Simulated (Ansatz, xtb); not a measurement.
A geometry optimisation of BrFGaH3Si with r2SCAN-D4/def2-SVP

The starting geometry of this gas-phase singlet has its atoms placed at random.

```xyz
7

Br   -1.6587    1.0881   -0.9029
F     1.0498   -0.6087   -0.6556
Ga    0.9289    1.6728   -0.0288
Si    0.0682   -0.1259    1.9437
H     0.1162    1.3930    1.2621
H    -0.3564    0.2935   -2.0112
H    -1.0916   -0.1511    0.7579
```

Task: Guess where an optimisation with r2SCAN-D4/def2-SVP ends from this start.

Result: It falls apart into FGaH2Si + BrH. Distances that change by over a tenth: Br1–Ga3 (2.79 → 3.54 Å), Br1–H6 (1.89 → 1.43 Å), Ga3–H5 (1.55 → 2.15 Å). Contacts that close: F2–Si4 (2.82 → 1.80 Å).

The energy falls by 4.72 eV over 21 steps:

| step | E − E(last) (eV) |
| --- | --- |
| 1 | 4.718 |
| 3 | 1.470 |
| 5 | 0.426 |
| 8 | 0.178 |
| 10 | 0.145 |
| 12 | 0.126 |
| 14 | 0.078 |
| 17 | 0.005 |
| 19 | 0.000 |
| 21 | 0.000 |

Final geometry (Å):

```xyz
7

Br   -1.6594    0.8014   -2.2909
F     0.7292   -0.0990   -0.3040
Ga    0.4159    1.9913    0.3155
Si    0.1073   -0.4894    1.3405
H     1.0198    0.6732    1.9060
H    -0.5901    0.0122   -1.7552
H    -0.9663    0.6721    1.1533
```

From the same start GFN2-xTB ends elsewhere, in pieces: FGaH2Si + BrH.

From so rough a start the end depends on the optimiser's path, so another program may land elsewhere. The end wasn't checked by frequencies. Run with Ansatz 0.2.0, 59 s on 2 threads of AMD EPYC 7R43 64-Core Processor (Zen 3), with other jobs on the host.
